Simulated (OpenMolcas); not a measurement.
## Multiplet structure of Ga+

```yaml
Program: OpenMolcas
Method: "MS-RASPT2, IPEA 0.25 Eh, imaginary shift 0.1 Eh (closed shells correlated: 3d)"
Basis: ANO-RCC-VTZP [6s5p3d1f]
Scalar_Hamiltonian: DKH2, point nucleus
Active_space: 2 electrons in 9 orbitals (RAS2 4s 4p; RAS3 4d, at most 2 electrons)
State_averaging: 2S+1 = 3 even, 3 roots; 2S+1 = 1 even, 7 roots; 2S+1 = 3 odd, 3 roots; 2S+1 = 1 odd, 3 roots
Spin-orbit_coupling: state interaction with AMFI integrals over the reference wave functions, term energies averaged over their components
```

Spin-free terms above the lowest, with the occupations of the reference:

```csv
Configuration,Term,E (cm⁻¹),Occupations
4s²,¹S,0.0,4s 1.91 4p 0.09
4s 4p,³P°,46601,4s 0.99 4p 1.00 4d 0.01
4s 4p,¹P°,70347,4s 0.97 4p 1.00 4d 0.03
```

With spin-orbit coupling, above the lowest level:

| Configuration | Term | J | E (cm⁻¹) | Measured (cm⁻¹) | Term weight % |
| --- | --- | --- | --- | --- | --- |
| 4s² | ¹S | 0 | 0.0 | 0.0 | 100 |
| 4s 4p | ³P° | 0 | 45845 | 47368 | 100 |
| 4s 4p | ³P° | 1 | 46215 | 47814 | 100 |
| 4s 4p | ³P° | 2 | 46979 | 48750 | 100 |
| 4s 4p | ¹P° | 1 | 70355 | 70701 | 100 |

Against the 4 measured excited levels shown (NIST Handbook of Basic Atomic Spectroscopic Data) the mean absolute deviation is 1300 cm-1; the largest miss in energy is 4s 4p ³P°₂: computed 46979, measured 48750 cm⁻¹ (-3.6 %).

Active for correlation alone: 4d; no level in the range computed is led by a configuration that fills it, so any true level of that kind is missing. Measured partners are found by configuration, term and J. A level has none where our copy of the source lacks it or the pairing is in doubt (some pairs that miss far off the trend of their configuration count as doubtful), and it then counts in no deviation. Levels of configurations outside the active space are missing. The first state left out of the spin-orbit step lies near 140000 cm-1 above the lowest spin-free state of the reference (among the parities and spins computed), and the list stops at four fifths of that energy or lower.

The term weight is that of the spin-free term in the level, not the purity of its configuration. ° marks odd parity.
